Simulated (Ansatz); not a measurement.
WNCl₃, relaxed as a singlet with RKS PBE0-D4/def2-SVP in Ansatz, starting from the GFN2-xTB geometry. Force threshold 0.02 eV/Å.

In the def2 sets W takes a core potential; there is no spin–orbit coupling. The restricted singlet is unstable towards broken spin symmetry in Hartree–Fock (as tested in another run); at PBE0-D4/def2-SVP this wasn't settled.

Start:

| atom | x (Å) | y (Å) | z (Å) |
| --- | --- | --- | --- |
| W1 | 0.005 | -0.006 | -0.010 |
| N2 | -0.658 | 0.862 | 1.340 |
| Cl3 | -1.029 | -1.946 | 0.013 |
| Cl4 | 2.156 | -0.144 | 0.417 |
| Cl5 | -0.474 | 1.233 | -1.760 |

Q: Estimate the energy that the relaxation releases and the steps that it takes.

A: 32.1 kJ/mol, in 5 steps; 11 s on 4 threads of Arm Neoverse V2 on a shared host. No frequencies were taken in this run, so the end may be a saddle point.

Q: Does the start keep its bonding and symmetry?

A: By distances, no bond broke or formed. The bond that changes most is W1–N2, from 1.74 to 1.65 Å (atoms count from 1). Point group C3v at the start, C3v at the end, both within 0.05 Å.

Q: Predict the relaxed structure.

A: 
```xyz
5

W    -0.0028    0.0035    0.0056
N    -0.6329    0.8298    1.2895
Cl   -1.0748   -1.9912    0.0394
Cl    2.2127   -0.1317    0.4562
Cl   -0.5023    1.2896   -1.7906
```
Bond lengths: 3 × Cl–W 2.26 Å; 1 × N–W 1.65 Å.
